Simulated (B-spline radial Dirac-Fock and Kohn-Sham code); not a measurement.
# Compton profile of Te⁵⁺

System: the Te⁵⁺ ion, 1s2 2s2 2p6 3s2 3p6 3d10 4s2 4p6 4d10 5s1, inside a Watson sphere of charge -5 and radius 1.6 Å (a model of the Madelung potential; inside it an electron's potential energy is raised by 45.0 eV).

Method: the impulse approximation on configuration-average Dirac-Fock orbitals. Computed with a radial finite-basis atomic code. pz is in atomic units of momentum; subshell profiles are per electron, for a selection of subshells; open shells are spread over both j values by their weights.

```csv
pz,J total,J 3s1/2,J 4p3/2,J 4d3/2,J 5s1/2
0,5.731,0.130,0.197,0.164,0.741
0.1,5.708,0.129,0.197,0.164,0.722
0.15,5.681,0.129,0.197,0.164,0.698
0.21,5.636,0.129,0.196,0.164,0.660
0.31,5.537,0.129,0.196,0.164,0.575
0.45,5.369,0.127,0.196,0.164,0.437
0.65,5.121,0.125,0.194,0.164,0.255
0.94,4.818,0.121,0.188,0.163,0.100
1.4,4.385,0.111,0.165,0.155,0.0520
2,3.637,0.0945,0.115,0.128,0.0429
2.9,2.469,0.0673,0.0472,0.0728,0.0108
4.2,1.536,0.0347,0.0116,0.0209,0.00401
6.1,1.018,0.0125,0.00897,0.00377,0.00216
8.9,0.5987,0.00891,0.00353,0.00296,0.000342
13,0.2899,0.00584,0.000534,0.00142,0.000250
19,0.1231,0.00107,0.000418,0.000287,4.92e-05
27,0.04945,0.000267,0.000180,3.64e-05,8.69e-06
40,0.01597,0.000208,3.01e-05,2.18e-06,6.81e-06
58,0.004794,7.52e-05,3.37e-06,< 1e-6,2.46e-06
84,0.001188,1.71e-05,< 1e-6,< 1e-6,< 1e-6
120,0.0002629,3.38e-06,< 1e-6,< 1e-6,< 1e-6
```

J(0) = 5.731. The 4d5/2 subshell gives the largest part, 17 %.

Mean momentum ⟨p⟩ by subshell (a.u.): 1s1/2 48.1, 2s1/2 17.0, 2p1/2 22.7, 2p3/2 21.5, 3s1/2 8.26, 3p1/2 9.87, 3p3/2 9.52, 3d3/2 11.3, 3d5/2 11.2, 4s1/2 3.84, 4p1/2 4.24, 4p3/2 4.11, 4d3/2 4.20, 4d5/2 4.15, 5s1/2 1.54.
